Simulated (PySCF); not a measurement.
# Electron correlation in Co⁺ (cobalt, charge +1)

Starting occupation: [Ar] 3d8, 3d3/2 with m_j = -3/2, -1/2, +1/2, +3/2, 3d5/2 with m_j = -1/2, +1/2, +3/2, +5/2. Computed with PySCF 2.14 in x2c-SVPall-2c (5s5p3d1f, 42 functions), with X2C-1e with screened-nucleus spin-orbit coupling, Gaussian nucleus. Frozen: [Ne]; 16 electrons correlated; the 6 highest virtual spinors left out.

MP2 pair energies summed by pair of shells (mhartree):

```csv
pair,energy,share (%)
3d-3d,-190.83,52.5
3d-3p,-108.54,29.9
3p-3p,-42.38,11.7
3d-3s,-11.26,3.1
3p-3s,-8.32,2.3
3s-3s,-1.92,0.5
```

Total MP2 correlation energy: -363.26 mhartree.

The GHF reference relaxed away from the jj start to a determinant that is no pure jj level (⟨S²⟩ = 2.01, ⟨J²⟩ = 20.01); the energies belong to that determinant.

This basis was not built for core-valence correlation, so the inner-shell part is incomplete.
